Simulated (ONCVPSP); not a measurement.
Before and after: ONCV potential for vanadium

- Element: V
- Generator: ONCVPSP 4.0.1
- Type: optimised norm-conserving Vanderbilt (ONCV)
- Functional: PBE
- Relativity: scalar-relativistic
- Frozen core: [Ne]
- Valence charge: 13
- Reference configuration: 3s2 3p6 3d3 4s2
- Partial waves: 3s+4s: rc 1.25 bohr, ncon 4, nbas 7, qcut 10.9 1/bohr, 3 projectors, debl 3.2 Ha; 3p: rc 1.65 bohr, ncon 4, nbas 8, qcut 8.8 1/bohr, 3 projectors, debl 3.4 Ha; 3d: rc 1.25 bohr, ncon 4, nbas 9, qcut 14 1/bohr, 3 projectors, debl 1.5 Ha
- Local potential: polynomial inside 1.15 bohr (lpopt 5, dvloc0 6 Ha)
- Core correction: none

Change: s: qcut 7.

Cutoffs: the cutoffs (Ha) at which the residual kinetic energy of the hardest occupied pseudo-wave falls to 1 and 0.1 mHa per electron; they do not see the model core or the augmentation charge, which bear on the density cutoff. Errors are all-electron minus pseudo energies relative to the spin-unpolarised reference configuration.

Predict the effect on cutoff, ghosts and configuration errors.

The potential gets neither clearly harder nor softer (63 Ha and 73 Ha → 63 Ha and 74 Ha); the d channel sets the loose cutoff, while the largest relative change is in s, which becomes softer; of the 4 tests that both files solve, the error grows in 1 and shrinks in 2 by more than 15 % and 0.3 meV (median size 2.8 → 1.8 meV); neither file shows a bound ghost.

| quantity | base | changed |
| --- | --- | --- |
| cutoff, loose | 63 Ha | 63 Ha |
| cutoff, tight | 73 Ha | 74 Ha |
| loose cutoff by channel | s 38 Ha, p 23 Ha, d 63 Ha | s 28 Ha, p 23 Ha, d 63 Ha |
| bound ghosts | none | none |
| GHOST(+) flags under 300 eV | none | none |
| error for 3s2 3p6 3d3 4s1, meV [ΔE 7.74 eV] | -0.4 | -0.2 |
| error for 3s2 3p6 3d3 4s0, meV [ΔE 22.03 eV] | -0.6 | +0.1 |
| error for 3s2 3p6 3d2 4s0, meV [ΔE 50.93 eV] | +5.0 | +3.3 |
| error for 3s1 3p6 3d3 4s2, meV [ΔE 77.43 eV] | -22 | -41 |
| s: phases at 1.27 bohr within 0.05 rad from the reference energy up to (Ha; the scan ends near 5) | to the end of the scan | to the end of the scan |
| p: phases at 1.68 bohr within 0.05 rad from the reference energy up to (Ha; the scan ends near 5) | to the end of the scan | to the end of the scan |
| d: phases at 1.27 bohr within 0.05 rad from the reference energy up to (Ha; the scan ends near 5) | to the end of the scan | to the end of the scan |
